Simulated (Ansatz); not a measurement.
Frontier orbitals of C₂H₆Al₂.

| atom | x (Å) | y (Å) | z (Å) |
| --- | --- | --- | --- |
| Al1 | -1.453 | -0.148 | -0.862 |
| C2 | -0.554 | -0.041 | 0.767 |
| C3 | 0.712 | 0.787 | 0.905 |
| Al4 | 1.030 | -0.481 | -0.522 |
| H5 | -2.748 | -0.534 | -1.662 |
| H6 | -0.018 | 0.138 | -1.814 |
| H7 | -0.902 | -0.570 | 1.652 |
| H8 | 1.271 | 0.590 | 1.820 |
| H9 | 0.634 | 1.856 | 0.726 |
| H10 | 2.028 | -1.596 | -1.011 |

The species carries charge 0 and has multiplicity 1. The bonds changed during the relaxation, so this is another structure than the one it started from. All single points use the PBE0-D4/def2-TZVP geometry. Basis def2-TZVPP, Ansatz.

| functional | HOMO (eV) | LUMO (eV) | gap (eV) |
| --- | --- | --- | --- |
| PBE | -4.81 | -2.13 | 2.68 |
| revPBE | -4.75 | -2.04 | 2.71 |
| B97M-V | -4.95 | -1.96 | 2.99 |
| PBE0 | -5.68 | -1.39 | 4.29 |
| LC-ωPBE | -8.03 | 0.58 | 8.61 |
| ωB97M-V | -7.63 | 0.27 | 7.90 |

From PBE to PBE0 the HOMO moves by −0.86 eV and the LUMO by +0.74 eV, and with ωB97M-V by −2.82 and +2.40 eV, so the gap grows from 2.68 to 7.90 eV with exact exchange. A positive LUMO is unbound and depends on the basis.

LC-ωPBE has ω = 0.4 bohr⁻¹.
